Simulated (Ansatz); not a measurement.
Calculated with Ansatz (gas phase, PBE0-D4/def2-TZVP geometries, no zero-point term in ΔE). CCSD(T)/CBS adds triple-zeta CCSD(T) − MP2 to the extrapolated MP2 energy (def2 sets, frozen cores). Functionals use def2-TZVPP. B3LYP here is the variant with VWN-RPA as its local correlation; programs differ in this. HSE06 is defined as in plane-wave codes. For Ge outer-core shells are correlated without core-valence functions, which leaves a few kJ/mol of doubt a bond. Scalar relativity is left out up to krypton. Each species was taken in one conformer, which may not be the lowest.

Consider the redistribution: `[F][GeH2][NH][GeH3]` + `C[BH][AlH2]` → `[AlH2][BH][GeH3]` + `C[NH][GeH2][F]`.

```
             level  ΔE (kJ/mol)  difference from CCSD(T)/CBS
            PBE-D4         77.1                         -9.6
        r2SCAN0-D4         87.6                          0.9
          BHLYP-D4         90.6                          3.9
      CAM-B3LYP-D4         88.8                          2.1
              PBE0         80.9                         -5.8
             B3LYP         84.2                         -2.5
           r2SCAN0         87.4                          0.7
             HSE06         81.0                         -5.7
       HF/def2-SVP         88.4                          1.7
CCSD(T)/def2-TZVPP         88.6                          1.9
       CCSD(T)/CBS         86.7                            0
```

Largest T1 diagnostic among the species: 0.013.

From PBE to PBE0 (25 % exact exchange), in def2-TZVPP and without D4, ΔE moves by +4.5 kJ/mol. Leaving LDA and LC-ωPBE aside and taking each functional with its dispersion term where it has one, the values, not all of them listed here, spread over 13.6 kJ/mol, from revPBE-D4 to BHLYP-D4.
